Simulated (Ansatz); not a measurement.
Steps of a relaxation of C₄H₉BF₂, SMILES `CC(C)(C)B(F)F` with RKS PBE0-D4/def2-TZVP.

```sh
$ ansatz run in.yaml --threads 4 --pin off --events-out ev --progress --plain --max-ram 11315MiB
```

```yaml
crystal:
  periodic: [false, false, false]
  atoms:
    - {symbol: C, position_ang: [0.308973, 0.786078, 1.263930]}
    - {symbol: C, position_ang: [0.019971, 0.037262, -0.056794]}
    - {symbol: C, position_ang: [1.121289, -1.000981, -0.332960]}
    - {symbol: C, position_ang: [-1.359148, -0.658943, 0.040565]}
    - {symbol: B, position_ang: [-0.079547, 1.097394, -1.224450]}
    - {symbol: F, position_ang: [-0.916591, 2.136571, -1.146496]}
    - {symbol: F, position_ang: [0.638973, 1.018512, -2.348139]}
    - {symbol: H, position_ang: [0.334164, 0.071082, 2.114718]}
    - {symbol: H, position_ang: [-0.469892, 1.543973, 1.483515]}
    - {symbol: H, position_ang: [1.290376, 1.304061, 1.237746]}
    - {symbol: H, position_ang: [0.940539, -1.546508, -1.281103]}
    - {symbol: H, position_ang: [1.168881, -1.751342, 0.484996]}
    - {symbol: H, position_ang: [2.119782, -0.524775, -0.410341]}
    - {symbol: H, position_ang: [-1.609948, -1.210964, -0.889319]}
    - {symbol: H, position_ang: [-1.359188, -1.394536, 0.874314]}
    - {symbol: H, position_ang: [-2.171633, 0.070416, 0.234119]}
basis:
  gaussian: {orbitals: def2-TZVP}
hamiltonian: {xc: pbe0, dispersion: d4}
relax: {f_tol: 0.005, max_steps: 150}
```

Positions (Å) and forces (eV/Å) along the path, 8 of 27 steps:

```xyz
16
step=1 energy=-10401.7539 eV
C     0.309    0.786    1.264    0.025    0.082    0.244
C     0.020    0.037   -0.057    0.005   -0.016    0.020
C     1.121   -1.001   -0.333    0.151   -0.159   -0.031
C    -1.359   -0.659    0.041   -0.209   -0.142    0.074
B    -0.080    1.097   -1.224    0.013    0.209   -0.269
F    -0.917    2.137   -1.146    0.371   -0.440   -0.060
F     0.639    1.019   -2.348   -0.353    0.060    0.518
H     0.334    0.071    2.115   -0.017    0.315   -0.435
H    -0.470    1.544    1.484    0.367   -0.366   -0.123
H     1.290    1.304    1.238   -0.461   -0.255   -0.003
H     0.941   -1.547   -1.281    0.071    0.262    0.448
H     1.169   -1.751    0.485   -0.055    0.377   -0.370
H     2.120   -0.525   -0.410   -0.474   -0.213    0.042
H    -1.610   -1.211   -0.889    0.137    0.259    0.437
H    -1.359   -1.395    0.874    0.033    0.364   -0.402
H    -2.172    0.070    0.234    0.396   -0.337   -0.090
16
step=7 energy=-10401.8114 eV
C     0.303    0.777    1.255    0.000    0.000    0.000
C     0.020    0.044   -0.062   -0.001    0.000    0.001
C     1.110   -0.990   -0.329    0.000    0.000    0.000
C    -1.344   -0.656    0.042    0.000    0.000    0.000
B    -0.078    1.098   -1.224    0.001    0.000    0.000
F    -0.893    2.139   -1.140    0.001    0.001    0.000
F     0.618    1.007   -2.345   -0.001    0.001   -0.001
H     0.318    0.059    2.082    0.000    0.000    0.001
H    -0.462    1.526    1.472    0.000    0.000    0.000
H     1.274    1.279    1.238    0.000    0.000    0.001
H     0.931   -1.534   -1.259    0.000    0.000    0.000
H     1.146   -1.720    0.485    0.000    0.000    0.000
H     2.097   -0.525   -0.404    0.000    0.000    0.000
H    -1.589   -1.208   -0.870    0.000    0.000    0.000
H    -1.326   -1.375    0.868    0.000    0.000    0.000
H    -2.150    0.056    0.235    0.000    0.000    0.000
16
step=9 energy=-10401.8115 eV
C     0.302    0.776    1.258    0.000    0.009    0.002
C     0.022    0.047   -0.060   -0.005   -0.005    0.000
C     1.113   -0.987   -0.327    0.002    0.000   -0.003
C    -1.342   -0.655    0.038   -0.001   -0.002    0.000
B    -0.080    1.097   -1.225    0.006   -0.006   -0.017
F    -0.870    2.156   -1.128    0.012   -0.006   -0.005
F     0.584    0.981   -2.364   -0.017    0.009    0.023
H     0.315    0.058    2.085   -0.001   -0.001   -0.004
H    -0.464    1.524    1.475    0.000   -0.001    0.000
H     1.272    1.280    1.244    0.001   -0.001    0.002
H     0.935   -1.531   -1.258    0.002    0.002    0.001
H     1.147   -1.719    0.487   -0.001    0.001    0.000
H     2.100   -0.523   -0.399    0.000   -0.001    0.000
H    -1.583   -1.205   -0.876    0.000    0.001    0.002
H    -1.325   -1.377    0.862    0.001    0.001   -0.001
H    -2.149    0.055    0.231    0.002    0.000    0.000
16
step=10 energy=-10401.8116 eV
C     0.300    0.776    1.259    0.000    0.001    0.000
C     0.022    0.047   -0.060    0.000    0.000    0.001
C     1.114   -0.986   -0.327    0.000    0.001   -0.001
C    -1.341   -0.656    0.038   -0.001    0.000   -0.001
B    -0.080    1.096   -1.225    0.000    0.021   -0.027
F    -0.858    2.164   -1.125    0.001   -0.010    0.015
F     0.571    0.974   -2.370    0.000   -0.012    0.012
H     0.312    0.058    2.085   -0.001   -0.001    0.000
H    -0.465    1.525    1.474    0.000    0.000    0.001
H     1.271    1.279    1.247   -0.001    0.000    0.000
H     0.938   -1.528   -1.259    0.000   -0.001    0.000
H     1.148   -1.719    0.486    0.000    0.000    0.000
H     2.101   -0.521   -0.397    0.000    0.000    0.000
H    -1.582   -1.206   -0.876    0.000    0.000    0.000
H    -1.324   -1.377    0.862    0.001    0.000    0.000
H    -2.149    0.054    0.231    0.000    0.000    0.000
16
step=11 energy=-10401.8116 eV
C     0.299    0.776    1.260    0.000   -0.004    0.001
C     0.023    0.047   -0.059    0.003    0.007   -0.003
C     1.116   -0.985   -0.326   -0.002    0.000    0.003
C    -1.340   -0.656    0.036    0.003    0.000   -0.003
B    -0.081    1.095   -1.225    0.001    0.017   -0.030
F    -0.844    2.173   -1.117    0.008   -0.013    0.004
F     0.553    0.959   -2.379   -0.011   -0.003    0.023
H     0.309    0.057    2.086    0.000   -0.001    0.004
H    -0.467    1.524    1.475   -0.001    0.001    0.000
H     1.270    1.280    1.250    0.000    0.000   -0.002
H     0.941   -1.526   -1.259   -0.001   -0.001   -0.001
H     1.148   -1.718    0.486    0.001   -0.002    0.002
H     2.102   -0.520   -0.394    0.001    0.002    0.001
H    -1.580   -1.205   -0.879    0.000    0.000   -0.001
H    -1.324   -1.378    0.859    0.000   -0.002    0.003
H    -2.148    0.053    0.230   -0.002    0.001    0.001
16
step=13 energy=-10401.7609 eV rejected
C     0.298    0.757    1.276    0.057    0.492   -0.247
C     0.035    0.064   -0.060   -0.343   -0.652    0.280
C     1.110   -0.987   -0.312    0.215    0.062   -0.287
C    -1.325   -0.650    0.028   -0.315    0.032    0.090
B    -0.092    1.098   -1.246    0.169   -0.306    1.102
F    -0.834    2.174   -1.104   -0.258    0.356   -0.153
F     0.529    0.940   -2.383    0.221   -0.015   -0.743
H     0.318    0.054    2.122    0.011    0.065   -0.294
H    -0.470    1.513    1.468    0.053   -0.055    0.118
H     1.260    1.278    1.216    0.016   -0.026    0.288
H     0.924   -1.525   -1.251    0.109    0.073    0.131
H     1.156   -1.732    0.494   -0.087    0.192   -0.063
H     2.092   -0.504   -0.384   -0.014   -0.189   -0.028
H    -1.559   -1.181   -0.902   -0.017   -0.064    0.114
H    -1.319   -1.377    0.857    0.054    0.108   -0.259
H    -2.145    0.053    0.227    0.129   -0.072   -0.050
16
step=19 energy=-10401.8120 eV
C     0.292    0.775    1.270   -0.001    0.002   -0.003
C     0.029    0.054   -0.055   -0.003   -0.011    0.005
C     1.124   -0.977   -0.320    0.000    0.001   -0.001
C    -1.334   -0.657    0.025    0.000   -0.001    0.002
B    -0.086    1.091   -1.228    0.010    0.030   -0.032
F    -0.749    2.229   -1.085    0.014   -0.027   -0.007
F     0.430    0.878   -2.429   -0.021    0.005    0.037
H     0.299    0.054    2.093    0.000    0.000   -0.002
H    -0.478    1.521    1.482    0.001   -0.001    0.001
H     1.260    1.283    1.267   -0.001    0.000    0.001
H     0.957   -1.511   -1.257    0.000    0.001    0.002
H     1.151   -1.714    0.488    0.000    0.001   -0.001
H     2.111   -0.510   -0.376   -0.001   -0.001    0.000
H    -1.565   -1.200   -0.895    0.001    0.001    0.001
H    -1.318   -1.386    0.843   -0.001    0.001   -0.002
H    -2.147    0.047    0.221    0.002   -0.001    0.000
16
step=27 energy=-10401.8123 eV
C     0.284    0.775    1.277   -0.001    0.003    0.001
C     0.032    0.058   -0.050   -0.001   -0.002   -0.002
C     1.131   -0.969   -0.315    0.000    0.000   -0.003
C    -1.329   -0.660    0.017    0.000    0.001    0.001
B    -0.087    1.089   -1.229   -0.001   -0.002   -0.002
F    -0.650    2.277   -1.066    0.001    0.001    0.000
F     0.315    0.813   -2.460   -0.001    0.001    0.003
H     0.293    0.051    2.098    0.000   -0.001    0.000
H    -0.490    1.515    1.489    0.001   -0.001    0.001
H     1.249    1.289    1.280    0.001    0.000    0.000
H     0.970   -1.498   -1.257    0.001    0.000    0.001
H     1.155   -1.711    0.489    0.000    0.000    0.001
H     2.118   -0.500   -0.362    0.001    0.000    0.001
H    -1.552   -1.197   -0.909    0.000    0.000    0.000
H    -1.315   -1.393    0.830    0.000    0.000    0.000
H    -2.147    0.039    0.213    0.000   -0.001    0.000
```

Hardware: 4 threads of an AMD EPYC 9R45 on a shared host. Wall time 57 s, peak host memory 0.95 GiB.
